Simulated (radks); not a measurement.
Species: Gd V. Configuration: [Xe] 4f6. Calculated with a radial shooting solver on a logarithmic mesh with Libxc functionals: scalar-relativistic Kohn-Sham, PBE, spin-polarised, spherical densities, finite nucleus; open shells are filled with parallel spins first (spin-orbit coupling, left out, can overturn this in heavy ions); Fermi nuclear charge, rms radius 5.1569 fm.

Normalised radial functions P(r) = r R(r), r in bohr:

| r | 4d up | 5p up | 4f up |
|---|---|---|---|
| 0.001211 | 0.0000 | 0.0014 | 0.0000 |
| 0.001387 | 0.0000 | 0.0018 | 0.0000 |
| 0.001602 | 0.0000 | 0.0023 | 0.0000 |
| 0.00185 | 0.0000 | 0.0030 | 0.0000 |
| 0.002136 | 0.0001 | 0.0038 | 0.0000 |
| 0.002467 | 0.0001 | 0.0049 | 0.0000 |
| 0.002849 | 0.0002 | 0.0062 | 0.0000 |
| 0.003265 | 0.0002 | 0.0079 | 0.0000 |
| 0.00377 | 0.0003 | 0.0100 | 0.0000 |
| 0.004354 | 0.0005 | 0.0128 | 0.0000 |
| 0.005029 | 0.0007 | 0.0163 | 0.0000 |
| 0.005807 | 0.0011 | 0.0207 | 0.0000 |
| 0.006707 | 0.0016 | 0.0262 | 0.0000 |
| 0.007684 | 0.0024 | 0.0326 | 0.0000 |
| 0.008874 | 0.0035 | 0.0409 | 0.0000 |
| 0.01025 | 0.0051 | 0.0511 | 0.0000 |
| 0.01184 | 0.0075 | 0.0635 | 0.0001 |
| 0.01367 | 0.0110 | 0.0782 | 0.0001 |
| 0.01579 | 0.0160 | 0.0955 | 0.0002 |
| 0.01823 | 0.0231 | 0.1152 | 0.0003 |
| 0.02089 | 0.0326 | 0.1360 | 0.0005 |
| 0.02412 | 0.0465 | 0.1595 | 0.0008 |
| 0.02786 | 0.0656 | 0.1836 | 0.0014 |
| 0.03217 | 0.0917 | 0.2064 | 0.0022 |
| 0.03716 | 0.1266 | 0.2253 | 0.0037 |
| 0.04291 | 0.1722 | 0.2369 | 0.0060 |
| 0.04916 | 0.2267 | 0.2374 | 0.0094 |
| 0.05678 | 0.2977 | 0.2226 | 0.0150 |
| 0.06557 | 0.3821 | 0.1881 | 0.0236 |
| 0.07573 | 0.4778 | 0.1310 | 0.0365 |
| 0.08746 | 0.5793 | 0.0514 | 0.0555 |
| 0.101 | 0.6771 | -0.0463 | 0.0829 |
| 0.1157 | 0.7534 | -0.1465 | 0.1189 |
| 0.1336 | 0.7999 | -0.2459 | 0.1705 |
| 0.1543 | 0.7910 | -0.3186 | 0.2384 |
| 0.1782 | 0.7067 | -0.3431 | 0.3246 |
| 0.2058 | 0.5333 | -0.3022 | 0.4295 |
| 0.2377 | 0.2689 | -0.1896 | 0.5507 |
| 0.2724 | -0.0509 | -0.0270 | 0.6755 |
| 0.3145 | -0.4321 | 0.1762 | 0.8101 |
| 0.3633 | -0.8090 | 0.3660 | 0.9360 |
| 0.4195 | -1.1264 | 0.4901 | 1.0399 |
| 0.4845 | -1.3340 | 0.5042 | 1.1084 |
| 0.5595 | -1.4028 | 0.3878 | 1.1319 |
| 0.6462 | -1.3333 | 0.1536 | 1.1076 |
| 0.7404 | -1.1665 | -0.1372 | 1.0439 |
| 0.855 | -0.9270 | -0.4600 | 0.9416 |
| 0.9875 | -0.6722 | -0.7358 | 0.8150 |
| 1.14 | -0.4431 | -0.9152 | 0.6762 |
| 1.317 | -0.2636 | -0.9734 | 0.5364 |
| 1.521 | -0.1400 | -0.9144 | 0.4047 |
| 1.743 | -0.0686 | -0.7773 | 0.2944 |
| 2.012 | -0.0281 | -0.5881 | 0.1975 |
| 2.324 | -0.0098 | -0.3977 | 0.1232 |
| 2.684 | -0.0028 | -0.2389 | 0.0707 |
| 3.1 | -0.0007 | -0.1256 | 0.0367 |
| 3.58 | -0.0001 | -0.0566 | 0.0169 |
| 4.102 | 0.0000 | -0.0227 | 0.0071 |
| 4.737 | 0.0000 | -0.0071 | 0.0024 |
| 5.471 | 0.0000 | -0.0018 | 0.0007 |
| 6.318 | 0.0000 | -0.0003 | 0.0002 |

4d up: eigenvalue -196.00 eV, 1 radial node at r = 0.267 bohr, <r> = 0.632 bohr, 90 % of the charge inside 0.948 bohr. 5p up: eigenvalue -67.993 eV, 3 radial nodes at r = 0.0946, 0.278, 0.696 bohr, <r> = 1.46 bohr, 90 % of the charge inside 2.11 bohr. 4f up: eigenvalue -55.535 eV, 0 radial nodes, <r> = 0.793 bohr, 90 % of the charge inside 1.32 bohr.
